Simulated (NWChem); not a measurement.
System meant: GeNH3Cl2; SMILES [Cl][GeH]([NH2])[Cl]

Input file for NWChem:

```
start job
memory heap 200 mb stack 900 mb global 1100 mb
geometry units angstroms noautoz
  Ge     0.303066    -0.338066     0.000000
  N      1.789554     0.726867     0.000000
  Cl    -0.801236     0.201024     1.785283
  Cl    -0.801236     0.201024    -1.785283
  H      0.431819    -1.882711     0.000000
  H      2.371297     0.632491     0.840030
  H      2.371297     0.632491    -0.840030
end
basis spherical
  Ge library def2-svp
  N library def2-svp
  Cl library def2-svp
  H library def2-svp
end
dft
  xc xpbe96 cpbe96
  iterations 4
  mulliken
end
task dft energy
```

End of the output:

```
    Atom       Charge   Shell Charges
 -----------   ------   -------------------------------------------------------
    1 Ge  32    31.91   2.00  2.00  1.93  0.80  0.34  5.99  5.81  1.32  1.03  7.80  2.05  0.83
    2 N    7     7.21   1.97  0.74  0.46  2.22  1.80  0.03
    3 Cl  17    17.00   2.00  1.96  1.05  0.79  5.82  2.24  3.12  0.02
    4 Cl  17    17.00   2.00  1.96  1.05  0.79  5.82  2.24  3.12  0.02
    5 H    1     1.05   0.60  0.42  0.03
    6 H    1     0.92   0.58  0.21  0.12
    7 H    1     0.92   0.58  0.21  0.12

 center of mass
 --------------
 x =  -0.04387863 y =  -0.02747037 z =   0.00000000

 moments of inertia (a.u.)
 ------------------
         883.273628643201          -0.000000000000           0.000000000000
          -0.000000000000        1186.820164905183           0.000000000000
           0.000000000000           0.000000000000         467.898245466089

     Multipole analysis of the density
     ---------------------------------

     L   x y z        total         alpha         beta         nuclear
     -   - - -        -----         -----         ----         -------
     0   0 0 0     -0.000000    -38.000000    -38.000000     76.000000

     1   1 0 0      1.083209      0.541605      0.541605     -0.000000
     1   0 1 0     -0.510078     -0.255039     -0.255039     -0.000000
     1   0 0 1     -0.000000     -0.000000     -0.000000      0.000000

     2   2 0 0    -32.179838   -120.889264   -120.889264    209.598689
     2   1 1 0     -0.362994     -3.222633     -3.222633      6.082273
     2   1 0 1     -0.000000     -0.000000     -0.000000      0.000000
     2   0 2 0    -37.439799    -41.920606    -41.920606     46.401413
     2   0 1 1     -0.000000     -0.000000     -0.000000      0.000000
     2   0 0 2    -36.992424   -214.507118   -214.507118    392.021813

 ------------------------------------------------------------------------
 dft energy failed                                                                                  0
 ------------------------------------------------------------------------
 ------------------------------------------------------------------------
  current input line :
    23: task dft energy
 ------------------------------------------------------------------------
 ------------------------------------------------------------------------
 This type of error is most commonly associated with calculations not reaching convergence criteria
 ------------------------------------------------------------------------
 For more information see the NWChem manual at https://nwchemgit.github.io

0:dft energy failed:Received an Error in Communication
```

Q: Can this run be used? If not, why, and what is the fix?

A: Convergence was not reached. Cause: the SCF was allowed too few iterations. This input runs:
```
start job
memory heap 200 mb stack 900 mb global 1100 mb
geometry units angstroms noautoz
  Ge     0.303066    -0.338066     0.000000
  N      1.789554     0.726867     0.000000
  Cl    -0.801236     0.201024     1.785283
  Cl    -0.801236     0.201024    -1.785283
  H      0.431819    -1.882711     0.000000
  H      2.371297     0.632491     0.840030
  H      2.371297     0.632491    -0.840030
end
basis spherical
  * library def2-svp
end
dft
  xc xpbe96 cpbe96
  iterations 150
  mulliken
end
task dft energy
```
It converges to -3052.70120 Ha (PBE/def2-SVP).
